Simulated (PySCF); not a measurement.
# Radial density of Cl (chlorine, neutral)

r2SCAN, [Ne] 3s2 3p5, 2P determinant. All numbers are calculated (PySCF 2.14, no relativity, point nucleus, in cc-pV(D+d)Z (4s3p2d, 23 functions)).

```tsv
r (bohr)	4πr²ρ (e/bohr)	4πr²(ρα − ρβ)
0.00127	0.06204	0.0000
0.00213	0.1710	0.0000
0.00358	0.4593	0.0000
0.00603	1.197	0.0001
0.0101	2.944	0.0002
0.0171	6.597	0.0004
0.0287	12.60	0.0013
0.0482	18.59	0.0053
0.0811	18.46	0.0218
0.136	13.48	0.0723
0.230	16.73	0.1327
0.386	17.88	0.0620
0.650	6.194	0.0452
1.09	4.140	0.5210
1.84	3.572	0.5206
3.09	0.6606	0.0962
5.20	0.01199	0.0019
```
